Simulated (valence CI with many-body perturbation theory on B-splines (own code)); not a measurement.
## Eu¹⁴⁺: electric-dipole lines

Level of theory: valence CI with perturbative core correlation (CI+MBPT): three valence electrons over a frozen Dirac-Fock core [Kr] 4d10, a basis of 8 s, 8 p, 9 d, 9 f, 6 g, 3 h, 2 i functions for each j, with the one-electron correlation potential Σ1 (screened to all orders), the two-electron term Σ2, the three-electron term Σ3, Breit, model QED; selected single and double excitations, second order for the rest, scaled by the run's own slope (own B-spline code, finite nucleus).

No measured spectrum was set against this ion. As an estimate, terms of the open shell hold to a few per cent of their energy, and close levels can change places; configurations with another count of f electrons can be misplaced by thousands of cm⁻¹. Core correlation moves these levels by up to 35000 cm⁻¹, and in measured spectra 5 to 20 % of such shifts remained as error; rates that hang on mixing are uncertain with them.

Lines 1 to 50 of 222 in falling wavelength, among levels below 75384 cm⁻¹, chosen from the strongest by gf and those to the six lowest levels. Wavelengths and rates use the calculated energies, so an error of 2000 cm⁻¹ moves a line at 24810 Å by 50 % and its rate by three times that or more. Electric multipoles are in the length gauge, E1 and E2 with the static RPA response of the core. Weak lines are less certain than strong ones. Lines between different terms over intervals too small for the method are left out, as are lines whose strength nearly cancels. Where a level lies close to another of its J and parity, the split of strength between their lines is uncertain. The highest levels of a list are the least certain.

Names give the largest LS component (configuration and term), which can be under half, so a name can repeat, a term be missing and a line seem to break the LS rules; names also repeat where a configuration has a term twice. Letters in brackets count levels of one name in rising energy.

| λ vac (Å) | Upper | Lower | A (s⁻¹) | log gf | Branch % |
| --- | --- | --- | --- | --- | --- |
| 24810 | 4f3 4I°_13/2 | 4f2.5s 4H_11/2 | 4.35e-01 | -6.25 | 10.7 |
| 23300 | 4f3 4F°_7/2 | 4f2.5s 2F_5/2 | 9.57e-01 | -6.21 | 0.8 |
| 23040 | 4f2.5s 4H_11/2 | 4f3 4I°_9/2 | 7.06e-06 | -11.17 | 0.0 |
| 20800 | 4f2.5s 4H_13/2 | 4f3 4I°_11/2 | 2.24e-04 | -9.69 | 0.0 |
| 20350 | 4f2.5s 2I_13/2 | 4f3 2K°_15/2 | 4.10e+00 | -5.45 | 6.7 |
| 17990 | 4f2.5s 2P_3/2 | 4f3 2P°_3/2 | 3.14e+01 | -5.22 | 2.8 |
| 17960 | 4f3 4F°_9/2 | 4f2.5s 2G_9/2 | 4.03e+00 | -5.71 | 2.7 |
| 17410 | 4f2.5s 2F_7/2 | 4f3 2H°_9/2 [a] | 2.07e+00 | -6.12 | 12.7 |
| 15800 | 4f3 2P°_1/2 | 4f2.5s 2D_3/2 | 2.04e+01 | -5.82 | 5.9 |
| 15150 | 4f3 4D°_3/2 | 4f2.5s 4P_5/2 | 3.54e+00 | -6.31 | 0.1 |
| 15080 | 4f2.5s 4P_5/2 | 4f3 2D°_3/2 [a] | 9.32e+00 | -5.72 | 1.3 |
| 14730 | 4f3 2H°_11/2 [a] | 4f2.5s 2G_9/2 | 1.68e+00 | -6.18 | 0.8 |
| 14700 | 4f3 4D°_5/2 | 4f2.5s 4P_5/2 | 2.98e+00 | -6.24 | 0.1 |
| 14450 | 4f2.5s 2H_9/2 | 4f3 4I°_11/2 | 7.79e-01 | -6.61 | 8.5 |
| 14410 | 4f3 2D°_3/2 [b] | 4f2.5s 2P_3/2 | 1.31e+01 | -5.79 | 0.4 |
| 13200 | 4f3 2D°_5/2 [a] | 4f2.5s 2D_3/2 | 4.47e+00 | -6.15 | 2.4 |
| 13070 | 4f.5s2 2F°_7/2 | 4f2.5s 2D_5/2 | 7.42e+00 | -5.82 | 0.8 |
| 12580 | 4f3 2H°_9/2 [a] | 4f2.5s 4F_9/2 | 1.90e+01 | -5.35 | 26.7 |
| 12200 | 4f3 2I°_11/2 | 4f2.5s 2I_11/2 | 6.59e+01 | -4.75 | 1.2 |
| 12150 | 4f3 2D°_5/2 [a] | 4f2.5s 2D_5/2 | 3.79e+01 | -5.30 | 19.9 |
| 12070 | 4f3 2I°_11/2 | 4f2.5s 2I_13/2 | 2.66e+01 | -5.16 | 0.5 |
| 11500 | 4f3 4G°_9/2 | 4f2.5s 2F_7/2 | 2.04e+01 | -5.39 | 3.0 |
| 11240 | 4f3 2D°_5/2 [b] | 4f2.5s 2P_3/2 | 2.73e+01 | -5.51 | 1.0 |
| 11040 | 4f2.5s 2P_1/2 | 4f3 2P°_1/2 | 1.05e+02 | -5.42 | 7.6 |
| 11020 | 4f2.5s 2I_13/2 | 4f3 2K°_13/2 | 1.11e+01 | -5.55 | 18.1 |
| 10910 | 4f2.5s 2I_11/2 | 4f3 2K°_13/2 | 5.87e+01 | -4.90 | 56.4 |
| 10870 | 4f3 2H°_11/2 [a] | 4f2.5s 2H_11/2 | 3.98e+01 | -5.07 | 17.9 |
| 10740 | 4f2.5s 4F_9/2 | 4f3 4I°_11/2 | 4.54e-02 | -8.11 | 0.6 |
| 10540 | 4f2.5s 2D_5/2 | 4f3 4S°_3/2 | 5.67e+01 | -5.25 | 70.8 |
| 10070 | 4f3 2L°_15/2 | 4f2.5s 2I_13/2 | 1.96e+00 | -6.32 | 13.2 |
| 10000 | 4f3 2D°_3/2 [b] | 4f2.5s 2P_1/2 | 6.95e+01 | -5.38 | 2.2 |
| 9973 | 4f3 4D°_3/2 | 4f2.5s 4P_3/2 | 2.88e+01 | -5.76 | 1.0 |
| 9773 | 4f3 4D°_5/2 | 4f2.5s 4P_3/2 | 9.77e+00 | -6.08 | 0.3 |
| 9718 | 4f3 2G°_7/2 | 4f2.5s 2F_5/2 | 5.97e+01 | -5.17 | 19.5 |
| 9676 | 4f3 2H°_9/2 [a] | 4f2.5s 2H_9/2 | 8.31e+00 | -5.93 | 11.7 |
| 9197 | 4f2.5s 2P_3/2 | 4f3 2D°_5/2 [a] | 2.84e+02 | -4.84 | 25.0 |
| 9043 | 4f2.5s 2H_9/2 | 4f3 4I°_9/2 | 1.70e+00 | -6.68 | 18.4 |
| 8955 | 4f3 4F°_7/2 | 4f2.5s 4F_9/2 | 7.26e+00 | -6.16 | 6.4 |
| 8877 | 4f3 4F°_5/2 | 4f2.5s 4F_7/2 | 2.52e+01 | -5.75 | 19.5 |
| 8834 | 4f3 2I°_13/2 | 4f2.5s 2I_13/2 | 1.87e+02 | -4.51 | 3.4 |
| 8794 | 4f3 4F°_3/2 | 4f2.5s 4F_5/2 | 3.87e+01 | -5.75 | 28.1 |
| 8701 | 4f2.5s 4F_7/2 | 4f3 4I°_9/2 | 4.81e-01 | -7.36 | 31.2 |
| 8624 | 4f3 2G°_9/2 | 4f2.5s 2F_7/2 | 6.28e+01 | -5.16 | 10.5 |
| 8524 | 4f3 4D°_1/2 | 4f2.5s 4P_3/2 | 2.52e+01 | -6.26 | 1.1 |
| 8447 | 4f3 4D°_7/2 | 4f2.5s 4P_5/2 | 2.40e+01 | -5.69 | 0.5 |
| 8325 | 4f3 4D°_3/2 | 4f2.5s 4P_1/2 | 1.97e+01 | -6.09 | 0.7 |
| 8251 | 4f2.5s 2P_3/2 | 4f3 2P°_1/2 | 2.49e+01 | -5.99 | 2.2 |
| 7800 | 4f3 4G°_5/2 | 4f2.5s 2G_7/2 | 8.23e+00 | -6.35 | 1.0 |
| 7758 | 4f3 2P°_3/2 | 4f2.5s 2D_3/2 | 4.64e+01 | -5.78 | 8.2 |
| 7751 | 4f2.5s 2P_1/2 | 4f3 2D°_3/2 [a] | 4.44e+02 | -5.10 | 32.4 |
